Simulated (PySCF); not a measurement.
## Run times: titanium in cc-pVTZ

Measured wall times of calculations with PySCF 2.14 in cc-pVTZ (7s6p4d2f1g, 68 functions), with the non-relativistic Hamiltonian (point nucleus), run from one Python driver. Hardware: 1 thread of Neoverse-N1 on a shared host, 1.3 GiB allowed. The two-electron integrals over 68 functions were computed once and kept in memory (1.6 CPU seconds with the set-up); the times below exclude them. Kohn-Sham runs start from converged Hartree-Fock orbitals.

Launch command (the driver calls PySCF for each step listed in the task file):

```bash
OMP_NUM_THREADS=1 python atomrun2.py TASK.json OUT
```

```
         species               step  iterations  wall time (s)
Ti⁺ [Ar] 3d2 4s1                UHF           7           0.76
Ti⁺ [Ar] 3d2 4s1              B3LYP           6              2
Ti⁺ [Ar] 3d2 4s1  MP2 (3 electrons)                       0.07
   Ti²⁺ [Ar] 3d2                UHF           6           0.64
   Ti²⁺ [Ar] 3d2              B3LYP           5            1.8
   Ti²⁺ [Ar] 3d2               TPSS           5            3.6
   Ti²⁺ [Ar] 3d2  MP2 (2 electrons)                       0.06
```

Problem. Roughly how long does TPSS take for Ti⁺ [Ar] 3d2 4s1 here?

Solution. About 4.3 s.

Peak memory of the process: 0.27 GiB. Times on a shared host vary from run to run.
